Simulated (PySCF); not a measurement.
C2H6BF2N, SMILES CCNB(F)F.

The structure is a stationary point at PBE0-D3(BJ)/def2-SVP. The structure was generated by enumeration, and PubChem lists no compound with its InChIKey, so it may never have been made. One conformer was computed; it need not be the lowest.

Two levels are set side by side: TDDFT-PBE/def2-SVPD (PySCF) and TDDFT-PBE0/def2-SVPD (PySCF). Vertical, same geometry. The lowest singlet is HOMO→LUMO 100 % with PBE and HOMO→LUMO 97 % with the other functional; states are paired by order. Differences are taken from unrounded values.

```json
[
 {"quantity": "lowest singlet excitation (eV)", "TDDFT-PBE0": "6.90"},
 {"quantity": "lowest triplet excitation (TDA) (eV)", "TDDFT-PBE0": "6.69"},
 {"quantity": "first bright state (f over 0.05) (eV)", "TDDFT-PBE0": "7.93"},
 {"quantity": "its oscillator strength", "TDDFT-PBE0": "0.05"}
]
```

**Question.** What does TDDFT-PBE give, and how far is it from TDDFT-PBE0? (The exact figures need the calculation; the answer reports its results.)

**Answer.** 
```
quantity                               TDDFT-PBE  TDDFT-PBE minus TDDFT-PBE0
-------------------------------------  ---------  --------------------------
lowest singlet excitation (eV)              6.16                       -0.74
lowest triplet excitation (TDA) (eV)        6.00                       -0.69
first bright state (f over 0.05) (eV)       8.11                        0.18
its oscillator strength                     0.18                        0.13
```

A lower first singlet is the usual sign of a functional without exact exchange. Differences between two approximate levels are no errors against the true value.

Rough cost on one machine, each run with all the roots and properties that it gave: TDDFT-PBE0 against TDDFT-PBE about 4 times.
